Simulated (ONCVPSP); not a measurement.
What one change does to a pseudopotential (antimony, ONCV)

- Element: Sb
- Generator: ONCVPSP 4.0.1
- Type: optimised norm-conserving Vanderbilt (ONCV)
- Functional: LDA (Perdew-Zunger)
- Relativity: non-relativistic
- Frozen core: [Kr]
- Valence charge: 15
- Reference configuration: 4d10 5s2 5p3
- Partial waves: 5s: rc 1.70 bohr, ncon 5, nbas 10, qcut 3.9 1/bohr, 2 projectors, debl 3.3 Ha; 5p: rc 2.55 bohr, ncon 4, nbas 8, qcut 3.9 1/bohr, 2 projectors, debl 1.3 Ha; 4d: rc 1.20 bohr, ncon 4, nbas 9, qcut 11.2 1/bohr, 2 projectors, debl 2.5 Ha
- Local potential: polynomial inside 0.95 bohr (lpopt 4, dvloc0 0 Ha)
- Core correction: Teter function, fcfact 3.75, rcfact 1

All-electron outer shells of the reference configuration (LDA (Perdew-Zunger), non-relativistic, ld1.x):

```csv
shell,level (eV),outermost node (bohr),outermost maximum (bohr)
4s,-137.40,0.41,0.74
4p,-99.22,0.40,0.77
4d,-35.29,0.38,0.84
5s,-12.13,0.99,1.98
5p,-5.06,1.06,2.35
```

Change: s: nproj 3.

Cutoffs: the cutoffs (Ha) at which the residual kinetic energy of the hardest occupied pseudo-wave falls to 1 and 0.1 mHa per electron; they do not see the model core or the augmentation charge, which bear on the density cutoff. Errors are all-electron minus pseudo energies relative to the spin-unpolarised reference configuration.

Predict the effect on cutoff, ghosts and configuration errors.

The potential gets neither clearly harder nor softer (83 Ha and 103 Ha → 83 Ha and 103 Ha); both files keep a bound ghost (p, s); of the 4 tests that both files solve, the error grows in 1 and shrinks in 0 by more than 15 % and 0.3 meV (median size 0.6 → 0.5 meV).

```csv
quantity,base,changed
"cutoff, loose",83 Ha,83 Ha
"cutoff, tight",103 Ha,103 Ha
bound ghosts,"s, p","s, p"
GHOST(+) flags under 300 eV,s at 274.7 eV,s at 146.1 eV
"error for 4d10 5s2 5p2, meV [ΔE 8.56 eV]",-0.2,-0.2
"error for 4d10 5s2 5p1, meV [ΔE 24.80 eV]",-0.3,-0.1
"error for 4d10 5s2 5p0, meV [ΔE 49.49 eV]",+1.2,+1.9
"error for 4d10 5s1 5p4, meV [ΔE 7.16 eV]",+0.8,+0.9
s: phases at 1.72 bohr within 0.05 rad from the reference energy up to (Ha; the scan ends near 5),to the end of the scan,to the end of the scan
p: phases at 2.59 bohr within 0.05 rad from the reference energy up to (Ha; the scan ends near 5),to the end of the scan,to the end of the scan
d: phases at 1.22 bohr within 0.05 rad from the reference energy up to (Ha; the scan ends near 5),to the end of the scan,to the end of the scan
"rms error of d²Exc/dni dnj with the model core, mHa",3.80,3.80
```

 A true bound ghost makes a file unfit for plane-wave use even where its test errors are small: the radial tests pick states by their node count and pass the ghost by.
